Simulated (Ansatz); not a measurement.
Energy needed to pull apart CH2BClSi, singlet, into free ground-state atoms, from the structure below (displaced at random from a GFN2-xTB minimum); no zero-point or spin–orbit terms; open-shell atoms are treated unrestricted, in their ground-state multiplicity.

| atom | x (Å) | y (Å) | z (Å) |
| --- | --- | --- | --- |
| Si1 | -0.9632 | 1.1290 | -0.8955 |
| C2 | 0.1902 | 0.5908 | 0.1808 |
| B3 | 0.7432 | -0.6675 | 0.7373 |
| Cl4 | 0.3116 | -2.2634 | 0.1781 |
| H5 | -1.8924 | 1.8533 | -1.7979 |
| H6 | 1.6009 | -0.6082 | 1.5667 |

Ansatz 0.2.0; basis: def2-TZVPP; cores frozen in the correlated methods.

```json
{"method": "PBE-D4", "atomization energy (kJ/mol)": "2051"}
{"method": "BLYP-D4", "atomization energy (kJ/mol)": "1988"}
{"method": "r2SCAN-D4", "atomization energy (kJ/mol)": "?"}
{"method": "PBE0-D4", "atomization energy (kJ/mol)": "1983"}
{"method": "r2SCAN0-D4", "atomization energy (kJ/mol)": "1941"}
{"method": "wB97M-V", "atomization energy (kJ/mol)": "1967"}
{"method": "HF", "atomization energy (kJ/mol)": "1345"}
{"method": "MP2", "atomization energy (kJ/mol)": "?"}
{"method": "CCSD", "atomization energy (kJ/mol)": "1847"}
{"method": "CCSD(T)", "atomization energy (kJ/mol)": "1911"}
```

**Question.** What does MP2 give? (An estimate is asked for; the value comes from the calculation.)

**Answer.** Computed: 1989 kJ/mol, which is about 78 kJ/mol more than CCSD(T)/def2-TZVPP.

**Question.** What does r2SCAN-D4 give? (An estimate is asked for; the value comes from the calculation.)

**Answer.** Computed: 2000 kJ/mol, which is about 89 kJ/mol more than CCSD(T)/def2-TZVPP.

In triple zeta the MP2 and coupled-cluster atomization energies are still short of their basis limit by a few kcal/mol a bond, whereas those of the functionals are nearly converged, so these differences are not deviations from converged CCSD(T).

T1 diagnostic: at most 0.022. The restricted Hartree–Fock reference is unstable towards an unrestricted one here.

For scale, one of the runs: CCSD(T)/def2-TZVPP forces, 174 basis functions (an equivalent command: `ansatz run in.yaml --threads 4`). Hardware: 4 CPU threads, shared host. Wall time 84 s; peak host memory 2.7 GiB.
